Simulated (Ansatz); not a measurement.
`[OH][Zr]([F])([Cl])[Cl]` + NH₃ → `[NH2][Zr]([OH])([Cl])[Cl]` + H–F at 700 K and 1 bar (ligand exchange at a Zr–F bond).

Computed with Ansatz on PBE0-D4/def2-TZVP structures; ΔE is electronic, products minus reactants. CCSD(T)/CBS adds triple-zeta CCSD(T) − MP2 to the extrapolated MP2 energy (def2 sets, frozen cores). This one scheme is used for every species. def2 core potentials past Kr. For Zr outer-core shells are correlated without core-valence functions, which leaves a few kJ/mol of doubt a bond. One conformer a species, not always the lowest.

```tsv
species	CCSD(T)/CBS energy (Eh)	H − E (kJ/mol)	S (J/(mol·K))
`[OH][Zr]([F])([Cl])[Cl]`	-1142.42143	114.3	479.2
NH₃	-56.50880	116.9	226.5
`[NH2][Zr]([OH])([Cl])[Cl]`	-1098.49564	186.0	514.0
H–F	-100.39570	45.2	198.5
```

H − E and S are ideal-gas, rigid-rotor, harmonic terms from PBE0-D4/def2-TZVP, for one conformer and one mirror image of each species. 1 Eh = 2625.50 kJ/mol, R = 8.31446 J/(mol·K).

**Question.** By hand: ΔE, ΔH, ΔS and ΔG.

**Answer.** ΔE = (-1098.49564) + (-100.39570) − (-1142.42143) − (-56.50880) = 0.03889 Eh = 102.1 kJ/mol. Δ(H − E) = 186.0 + 45.2 − 114.3 − 116.9 = 0.0, so ΔH = 102.1 kJ/mol. ΔS = 514.0 + 198.5 − 479.2 − 226.5 = 6.8 J/(mol·K). ΔG = 102.1 − 700 × (6.8)/1000 = 97.3 kJ/mol.

**Question.** By hand: the equilibrium constant, and the temperature at which ΔG would vanish if ΔH and ΔS stayed fixed.

**Answer.** log₁₀ K = −ΔG/(RT ln 10) = -7.3. ΔG = 0 at ΔH/ΔS = 15015 K, far beyond where these terms or the molecules hold.

The number of gas molecules stays the same, so ΔS is small and ΔH decides. A doubt of 5 kJ/mol in ΔE shifts log₁₀ K by 0.4 here. Other conformers and mirror images would add mixing entropy, several J/(mol·K) or more a flexible species. These are equilibria of isolated gas molecules and say nothing of rates. Largest T1 diagnostic: 0.016 (customary marks: 0.02 for closed shells, 0.045 for open ones).
